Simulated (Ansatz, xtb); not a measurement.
# ClGeNSi: where a starting geometry ends

The starting geometry of this gas-phase singlet has its atoms placed at random.

```yaml
atoms:
  - { symbol: Cl, position_ang: [0.0359, 0.0134, 1.0700] }
  - { symbol: Ge, position_ang: [0.3870, 0.4730, -0.8780] }
  - { symbol: N, position_ang: [-1.4245, -0.3174, -0.8974] }
  - { symbol: Si, position_ang: [1.0815, -1.3838, -0.5445] }
```

Question: One run relaxed it with r2SCAN-D4/def2-SVP. What is a likely outcome?

Answer: It ends as a structure given below by its coordinates. Distances that change by over a tenth: Cl1–Ge2 (2.03 → 2.46 Å), Cl1–Si4 (2.38 → 2.69 Å), Ge2–Si4 (2.01 → 2.84 Å). Contacts that close: N3–Si4 (2.75 → 1.65 Å).

The energy falls by 8.04 eV over 16 steps:

```tsv
step	E − E(last) (eV)
1	8.044
3	4.561
4	3.152
6	0.685
8	0.037
9	0.029
11	0.015
13	0.005
14	0.000
16	0.000
```

Final geometry (Å):

```yaml
atoms:
  - { symbol: Cl, position_ang: [0.6479, 0.1879, 1.3614] }
  - { symbol: Ge, position_ang: [-0.2560, 1.0110, -0.7714] }
  - { symbol: N, position_ang: [-0.4074, -0.6343, -1.4560] }
  - { symbol: Si, position_ang: [0.0954, -1.7793, -0.3841] }
```

From the same start GFN2-xTB reaches the same bonding as this run.

From so rough a start the end depends on the optimiser's path, so another program may land elsewhere. No frequencies were run, so the end isn't proven a minimum. Run with Ansatz 0.2.0, 33 s on 2 threads of Arm Neoverse V2, on a shared host.
